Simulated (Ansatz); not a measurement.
One change: `[CH3][AlH][CH2]N[SiH3]` becomes `[CH3][AlH][CH2][SiH2]F`.

Ansatz, PBE0-D4/def2-TZVP geometries, multiplicity 1. Each molecule was computed in one conformer, which needn't be the lowest.

```tsv
property	`[CH3][AlH][CH2]N[SiH3]`
HOMO–LUMO gap (PBE0/def2-TZVPP) / eV	6.11
LUMO energy (PBE0/def2-TZVPP) / eV	-0.72
LUMO energy (B3LYP/def2-TZVPP) / eV	-0.90
size of the dipole moment (B3LYP/def2-TZVPP) / D	2.02
HOMO–LUMO gap (B3LYP/def2-TZVPP) / eV	5.72
LUMO energy (PBE/def2-TZVPP) / eV	-1.55
```

Question: Give the same properties after the change, and the shifts. (Estimate.)

Answer: Ansatz gave: 
| property | `[CH3][AlH][CH2][SiH2]F` | shift |
| --- | --- | --- |
| HOMO–LUMO gap (PBE0/def2-TZVPP) / eV | 6.85 | 0.74 |
| LUMO energy (PBE0/def2-TZVPP) / eV | -1.30 | -0.58 |
| LUMO energy (B3LYP/def2-TZVPP) / eV | -1.51 | -0.61 |
| size of the dipole moment (B3LYP/def2-TZVPP) / D | 1.94 | -0.08 |
| HOMO–LUMO gap (B3LYP/def2-TZVPP) / eV | 6.40 | 0.68 |
| LUMO energy (PBE/def2-TZVPP) / eV | -2.07 | -0.52 |

With PBE0 the HOMO falls by 1.32 eV and the LUMO falls by 0.58 eV, so the gap widens by about 0.74 eV. PBE moves the HOMO by -1.33 eV and ωB97M-V by -1.25 eV. Dipoles are sizes alone; their direction can turn.

Positive LUMOs are unbound, so they and the gaps depend on the basis.

B3LYP here is the variant with VWN-RPA as its local correlation; programs differ in this.
